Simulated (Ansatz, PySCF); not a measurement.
B(H)2(OEt) (C2H7BO), SMILES CCOB. Atoms are numbered in the order given.

```xyz
11

B      0.5063    -0.8870     1.5356
H     -0.5967    -1.2638     1.8687
H      1.5193    -1.2921     2.0472
O      0.6456     0.0241     0.5543
C     -0.4671     0.5795    -0.1513
C     -0.4158     0.1716    -1.6131
H     -1.4072     0.2493     0.3239
H     -0.3945     1.6743    -0.0512
H     -0.5206    -0.9193    -1.7189
H     -1.2332     0.6554    -2.1701
H      0.5415     0.4733    -2.0643
```

Coordinates come from a TPSSh-D3(BJ)/def2-SVP optimisation. The structure was generated by enumeration, and PubChem lists no compound with its InChIKey, so it may never have been made. One conformer was computed; it need not be the lowest.

Two levels are set side by side: PBE-D3(BJ)/def2-SVP (Ansatz, a first-principles code) and TPSSh-D3(BJ)/def2-SVP (PySCF). Each level has its own optimised geometry; the coordinates shown are those of the second. Frequencies come from the Hessian of PySCF at each geometry. Differences are taken from unrounded values.

```csv
quantity,TPSSh-D3(BJ),PBE-D3(BJ),PBE-D3(BJ) minus TPSSh-D3(BJ)
mean bond length (Å),1.222,1.229,0.007
bond B1–O4 (Å),1.346,1.349,0.003
bond O4–C5 (Å),1.430,1.432,0.003
bond C5–C6 (Å),1.519,1.519,0.001
bond B1–H2 (Å),1.212,1.224,0.012
bond B1–H3 (Å),1.205,1.217,0.012
bond C5–H7 (Å),1.104,1.113,0.009
bond C5–H8 (Å),1.102,1.111,0.009
bond C6–H9 (Å),1.101,1.109,0.008
bond C6–H10 (Å),1.101,1.108,0.007
bond C6–H11 (Å),1.100,1.108,0.008
highest harmonic wavenumber (cm⁻¹),3137,3078,-59
mean harmonic wavenumber (cm⁻¹),1499,1455,-44
zero-point energy (kcal/mol),57.85,56.14,-1.70
```

Exact exchange shortens and stiffens bonds; PBE has none. Differences between two approximate levels are no errors against the true value.
